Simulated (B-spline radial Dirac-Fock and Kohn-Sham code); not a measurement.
Two-hole binding energies of Bi²⁺

System: Bi²⁺, configuration 1s2 2s2 2p6 3s2 3p6 3d10 4s2 4p6 4d10 4f14 5s2 5p6 5d10 6s2 6p1, inside a Watson sphere of charge -2 and radius 2.2 Å (a model of the Madelung potential; inside it an electron's potential energy is raised by 13.1 eV).

The computed values come from an atomic code on a B-spline grid: Dirac-Fock (average of configuration) total-energy differences with a finite nucleus, the Breit interaction including its frequency dependence, and self-energy and vacuum-polarisation corrections. U is the two-hole binding energy less the two single-hole energies, the effective repulsion of the holes after relaxation. Each two-hole energy is an average over J within one jj subconfiguration.

```
          holes  E(a) (eV)  E(b) (eV)  E(ab) (eV)  U (eV)
           2s⁻²    16407.9    16407.9     33081.4   265.6
        2p1/2⁻²    15725.8    15725.8     31799.7   348.2
2p1/2⁻¹ 2p3/2⁻¹    15725.8    13432.8           ?       ?
   2s⁻¹ 3p1/2⁻¹    16407.9     3716.0     20237.5   113.7
   2s⁻¹ 3d3/2⁻¹    16407.9     2703.3     19227.3   116.0
2p1/2⁻¹ 3d5/2⁻¹    15725.8     2595.2     18435.4   114.4
   2p3/2⁻¹ 3s⁻¹    13432.8     4021.1     17558.8   105.0
2p3/2⁻¹ 3p1/2⁻¹    13432.8     3716.0     17264.2   115.5
2p3/2⁻¹ 3d3/2⁻¹    13432.8     2703.3     16254.2   118.1
        3p3/2⁻²     3197.3     3197.3      6466.9    72.3
        3d5/2⁻²     2595.2     2595.2      5274.7    84.4
        4d3/2⁻²      482.1      482.1       997.1    33.0
        5p1/2⁻²      134.0      134.0       288.5    20.5
5p1/2⁻¹ 5p3/2⁻¹      134.0      109.5       261.9    18.5
```

Q: Give the missing two-hole energy and U.

A: E(ab) = 29444.6 eV and U = 286.1 eV.
